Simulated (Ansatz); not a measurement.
A nudged elastic band was laid between two geometries of C2H7FGeOSi (13 atoms, charge 0, multiplicity 1).

Computed with Ansatz, RKS PBE0-D4/def2-SVP.

```json
{
  "movable images": "9",
  "climbing image": "yes",
  "spring": "5.0 eV/Å²",
  "optimiser": "quadratic models (default)",
  "start path": "straight line",
  "force threshold": "0.05 eV/Å",
  "iteration limit": "32",
  "end points": "relaxed"
}
```

Image 0:

```xyz
13
Properties=species:S:1:pos:R:3
O -2.324 -1.292 0.266
Si -0.826 -1.005 0.934
C 0.093 0.397 0.091
Ge 1.712 0.077 -0.930
C -0.350 1.653 0.181
F -1.449 1.979 0.858
H -2.351 -1.448 -0.682
H 0.060 -2.208 0.818
H -1.081 -0.701 2.366
H 2.803 -0.527 -0.028
H 1.419 -0.916 -2.072
H 2.207 1.412 -1.521
H 0.109 2.544 -0.266
```

Image 10:

```xyz
13
Properties=species:S:1:pos:R:3
O -1.620 -1.660 1.330
Si -0.350 -0.588 1.447
C -0.071 0.392 -0.129
Ge 1.523 0.144 -1.208
C -0.969 1.290 -0.539
F -2.095 1.536 0.129
H -1.585 -2.292 0.606
H 0.938 -1.303 1.722
H -0.688 0.304 2.586
H 1.616 -1.323 -1.670
H 1.447 1.067 -2.439
H 2.780 0.479 -0.385
H -0.906 1.920 -1.436
```

**Question.** Which bonds break or form, and what moves?

**Answer.** No bond is made or broken. The dihedral Si2–C3–Ge4–H12 goes from 179 to -60°. The two ends are copies of one structure, up to a mirror image or an exchange of like atoms.

**Question.** Give the energies along the band, and the barrier.

**Answer.** The run converged. The highest image is number 5 of 0 to 10, 0.067 eV above the ends, which have the same energy within 2 meV. Another band between the same ends (9 images) ends at a top of the same energy, where a vibrational analysis finds 1 clearly imaginary mode.

```csv
image,path coordinate (Å),energy (eV),dihedral Si2–C3–Ge4–H12 (°)
0,0.00,0.000,179
1,0.53,0.007,-169
2,1.05,0.025,-157
3,1.58,0.047,-144
4,2.11,0.062,-131
5,2.63,0.067,-125
6,3.15,0.063,-113
7,3.67,0.047,-100
8,4.19,0.025,-87
9,4.72,0.007,-74
10,5.24,0.000,-60
```

**Question.** What is the geometry of the highest image?

**Answer.** 
```xyz
13
Properties=species:S:1:pos:R:3
O -1.895 -1.716 0.645
Si -0.625 -0.818 1.242
C 0.012 0.444 0.007
Ge 1.554 0.097 -1.132
C -0.597 1.626 -0.116
F -1.669 1.967 0.598
H -1.740 -2.204 -0.169
H 0.538 -1.696 1.587
H -1.151 -0.159 2.464
H 2.154 -1.264 -0.746
H 1.132 0.051 -2.614
H 2.622 1.193 -0.960
H -0.314 2.445 -0.791
```

The band took 10 iterations and about 13 core-minutes.

Time of the run: 6.6 min on 2 threads of Intel(R) Xeon(R) Platinum 8488C (Sapphire Rapids), on a shared host, peak memory 0.49 GiB.
